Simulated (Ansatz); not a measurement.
Two structures, one formula

Two relaxed structures of SiH4BrO (charge +1), singlet (PBE0-D4/def2-TZVP; forces vanish, vibrations not checked).

A:

O1  (-0.850, 0.220, -0.601)
Si2  (0.722, 0.054, 0.328)
Br3  (0.550, -1.694, 1.565)
H4  (-1.063, -0.359, -1.352)
H5  (-1.664, 0.533, -0.174)
H6  (0.675, 1.330, 1.052)
H7  (1.630, -0.085, -0.817)
(Å)

B:

O1  (-1.495, -0.414, -0.450)
Si2  (-0.298, -1.286, 0.822)
Br3  (1.503, 0.206, 0.611)
H4  (-1.647, -0.761, -1.341)
H5  (-2.246, 0.128, -0.169)
H6  (1.711, 1.661, 1.024)
H7  (2.496, 0.498, -0.511)
(Å)

Ansatz 0.2.0; basis: def2-TZVPP; cores frozen in the correlated methods. Filled d shells of the heavier atoms are correlated. The def2 sets are not built for correlating such inner shells, so the correlated values are less sure here. B3LYP uses VWN-RPA correlation.

Q: Which structure is lower at CCSD(T), and by how much? (Judge from chemistry; the value comes from the calculation.)

A: By the calculation: A, by 625.2 kJ/mol (electronic energy, against the other). By their contacts, A is SiH₄BrO ([OH2][SiH2][Br]), total charge +1 and B is SiH₄BrO ([OH2][Si][BrH2]), total charge +1.

All methods give the same order:

```
   method  E(B) − E(A) (kJ/mol)
   PBE-D4                 552.3
r2SCAN-D4                 609.3
  PBE0-D4                 606.8
 B3LYP-D4                 601.5
  wB97M-V                 634.2
       HF                 750.6
      MP2                 654.9
     CCSD                 647.9
  CCSD(T)                 625.2
```

T1 diagnostic: at most 0.016. The restricted Hartree–Fock reference is unstable towards an unrestricted one at one or more of these structures. A large double-excitation amplitude points to some diradical character; no triplet was computed.

Labels in which every atom is bracketed show which atoms are joined, not bond orders.

For scale, one of the runs: CCSD(T)/def2-TZVPP, 177 basis functions, launched by `ansatz run in.yaml --threads 2 --pin off --events-out ev --progress --plain --max-ram 4352MiB`. Time: 71 s of wall clock on 2 CPU threads of an Arm Neoverse V1; the host was shared. Peak host memory: 1.6 GiB.
